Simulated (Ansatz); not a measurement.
Diatomic ReS, multiplicity 6 (lowest of 2S+1 = 2, 4, 6, 8 at CCSD(T)/def2-TZVPP on PBE0 minima; our sources give no spin for the ground state, which may be another). No spin–orbit coupling.

Constants: fifth-degree fit in 1/R to seven points, most abundant isotopes. Runs in def2 and cc sets follow the lowest solution found near the PBE0 minimum.

Codes used: Ansatz (Gaussian basis) for Hartree–Fock, density functionals and correlated methods. Values without a source in brackets are computed. In def2 rows elements past Kr take small-core potentials, without spin–orbit coupling.

Energies at wB97X-V/def2-TZVPP:

```json
[
 {"R (Å)": "1.974376", "E (hartree)": "-476.29186648"},
 {"R (Å)": "2.027451", "E (hartree)": "-476.30007850"},
 {"R (Å)": "2.076280", "E (hartree)": "-476.30381910"},
 {"R (Å)": "2.131477", "E (hartree)": "-476.30449204"},
 {"R (Å)": "2.186675", "E (hartree)": "-476.30215700"},
 {"R (Å)": "2.250364", "E (hartree)": "-476.29659407"},
 {"R (Å)": "2.324669", "E (hartree)": "-476.28729644"}
]
```

Task: With a reduced mass of 27.3029 u, find the minimum, the force constant and the constants.

Result: A fifth-degree polynomial in 1/R puts the minimum at r_e = 2.1146 Å with force constant 462 N/m. Then ω_e = (1/2πc)√(k/μ) = 536 cm⁻¹ and B_e = h/(8π²cμr_e²) = 0.1381 cm⁻¹; the cubic and quartic terms give α_e = 0.00044 and ω_e x_e = 1.3 cm⁻¹.

Ansatz is an electronic-structure program.
